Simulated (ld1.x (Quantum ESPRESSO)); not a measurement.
## Ranking TM semilocal potentials for platinum (Pt)

All share these settings but for the change named:

ld1.x (Quantum ESPRESSO) 7.5 input, shortened:

```
&input
   title='Pt', zed=78., rel=1, dft='PW91', iswitch=3,
   config='[Xe] 4f14 5d9 6s0 6p0'
 /
 &inputp
   pseudotype=1, tm=.true., lloc=0,
   nlcc=.false.
 /
3
5P  2  1   6.00   0.00  1.50  1.50  0.0
5D  3  2   9.00   0.00  2.15  2.15  0.0
5S  1  0   2.00   0.00  1.15  1.15  0.0
 &test
   configts(1)='5s2 5p6 5d9 6s0 6p0'
 /
```

Cutoff: the first of the cutoffs (Ry, on a coarse ladder) from which the occupation-weighted sum of valence levels, in a spherical-Bessel basis at the reference potential, stays within 10 and 1 mRy of its value at 400 Ry; the density cutoff is not measured.

The base gives 120 Ry.

Of 6 variants that were run, those that failed, showed a ghost or another fault, or gave nearly equal values are left out.

A variant can come out equal or close to the base.

(1) Rank these variants from softest to hardest (loose cutoff).
A. all radii scaled by about 0.85 (s 0.98, p 1.28, d 1.84 bohr)
B. all radii scaled by about 1.40 (s 1.60, p 2.10, d 3.00 bohr)
C. all radii scaled by about 1.07 (s 1.22, p 1.60, d 2.30 bohr)
D. all radii scaled by about 1.13 (s 1.30, p 1.70, d 2.42 bohr)
E. all radii scaled by about 0.78 (s 0.90, p 1.16, d 1.68 bohr)

Results:

(1) B (55 Ry), D (90 Ry), C (110 Ry), A (140 Ry), E (180 Ry).
